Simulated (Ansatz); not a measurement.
The cluster BAs₂ (the lowest doublet isomer of a short search). Total charge 0; doublet. Geometry PBE-D4/def2-TZVP, basis def2-TZVP, Ansatz.

```xyz
3

B     0.558   -0.038   -0.509
As   -0.744   -1.304   -0.157
As    0.186    1.342    0.666
```

```json
{"run": "A", "HOMO (eV)": "-6.78", "LUMO (eV)": "-2.32"}
{"run": "B", "HOMO (eV)": "-4.95", "LUMO (eV)": "-4.32"}
{"run": "C", "HOMO (eV)": "-6.23", "LUMO (eV)": "-3.13"}
{"run": "D", "HOMO (eV)": "-5.95", "LUMO (eV)": "-3.19"}
{"run": "E", "HOMO (eV)": "-7.07", "LUMO (eV)": "-2.22"}
{"run": "F", "HOMO (eV)": "-5.26", "LUMO (eV)": "-3.80"}
```

The structure comes from a short search, and lower isomers may exist.

HOMO and LUMO are taken over both spins.

Q: The runs used BHLYP, CAM-B3LYP, LDA (SPW92), PBE0, r2SCAN, r2SCAN0. Estimate which is which.

A: A BHLYP (50 % exact exchange); B LDA (SPW92) (0 % exact exchange); C r2SCAN0 (25 % exact exchange); D PBE0 (25 % exact exchange); E CAM-B3LYP (range-separated); F r2SCAN (0 % exact exchange). Exact exchange lowers occupied and raises empty levels; among semilocal functionals meta-GGAs tend to open the gap a little, and such runs are hard to tell apart. The gap grows from 0.64 eV (LDA (SPW92)) to 4.85 eV (CAM-B3LYP). At r2SCAN0-D4/def2-TZVP the charge 0 doublet is spin-contaminated (final ⟨S²⟩ up to 0.83, 0.75 for a pure state).
